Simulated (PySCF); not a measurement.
This PySCF input asks for the NMR shieldings of `BC1=CO[Si@H]1C=C`, C₄H₇BOSi; the geometry comes from GFN2-xTB.

```python
import basis_set_exchange as bse
import numpy as np
from pyscf import gto, dft
from pyscf.prop import nmr

atoms = """
B    -2.346356   -1.104283    0.676701
C    -1.441602   -0.054579    0.069129
C    -1.625032    1.278317   -0.109281
O    -0.534492    1.808585   -0.696186
Si    0.239247    0.245527   -0.769169
C     1.818688    0.256225    0.237090
C     2.864351   -0.514112   -0.020576
H    -3.390753   -0.783138    1.100524
H    -2.008319   -2.224080    0.727133
H    -2.443927    1.942703    0.123227
H     0.376074   -0.077770   -2.182769
H     1.861409    0.922291    1.091362
H     2.874016   -1.194488   -0.856089
H     3.756015   -0.501669    0.586737
"""
names = dict.fromkeys(["B", "C", "O", "Si", "H"], "pcSseg-1")
basis = {el: gto.basis.parse(bse.get_basis(n, elements=[el], fmt="nwchem")) for el, n in names.items()}
mol = gto.M(atom=atoms, basis=basis, charge=0, verbose=0)
mf = dft.RKS(mol, xc="PBE0")
mf.grids.level = 2
mf.grids.alignment = dft.numint.BLKSIZE   # the property module wants whole blocks of grid points
mf.conv_tol = 1e-9
mf.kernel()

calc = nmr.RKS(mf)   # GIAO
C = mf.mo_coeff
Co = C[:, mf.mo_occ > 0]
resp = mf.gen_response(singlet=True, hermi=2)
def vind(x):   # induced exchange potential for any number of trial vectors
    d = np.einsum("pi,xij,qj->xpq", C, 2 * x.reshape(-1, C.shape[1], Co.shape[1]), Co, optimize=True)
    return np.einsum("xpq,pi,qj->xij", resp(d - d.transpose(0, 2, 1)), C, Co, optimize=True).ravel()
mo1, _ = nmr.rhf.solve_mo1(calc, with_cphf=vind)
sigma = calc.kernel(mo1)
for i, s in enumerate(sigma):   # ppm
    w = np.linalg.eigvalsh((s + s.T) / 2)
    print("%2d %-2s iso %8.1f  s11 %8.1f  s22 %8.1f  s33 %8.1f" % (i, mol.atom_pure_symbol(i), w.mean(), *w))
```

Task: What does it print?

Result: 
```
 0 B  iso     40.2  s11    -12.3  s22     -3.8  s33    136.8
 1 C  iso     50.8  s11    -37.4  s22     52.1  s33    137.7
 2 C  iso    -10.4  s11   -116.6  s22      2.2  s33     83.3
 3 O  iso    113.4  s11    -13.0  s22     82.7  s33    270.5
 4 Si iso    314.9  s11    267.9  s22    313.4  s33    363.4
 5 C  iso     44.6  s11    -70.5  s22     38.8  s33    165.5
 6 C  iso     39.7  s11    -90.0  s22     38.6  s33    170.4
 7 H  iso     25.2  s11     19.9  s22     27.5  s33     28.3
 8 H  iso     25.5  s11     20.3  s22     28.0  s33     28.3
 9 H  iso     23.3  s11     22.3  s22     23.1  s33     24.7
10 H  iso     25.7  s11     23.1  s22     24.5  s33     29.4
11 H  iso     24.9  s11     22.6  s22     24.6  s33     27.5
12 H  iso     25.3  s11     21.3  s22     25.1  s33     29.4
13 H  iso     25.0  s11     21.7  s22     24.8  s33     28.5
```

These numbers come from an equivalent density-fitted implementation of the same equations, which agrees with the script to about 0.01 ppm for H and up to a few tenths of a ppm for heavy atoms, so last digits may differ.

Size and cost of the density-fitted run: 161 basis functions, 21 s wall time on 1 thread of an Arm Neoverse V1, shared host; peak memory 0.73 GiB.
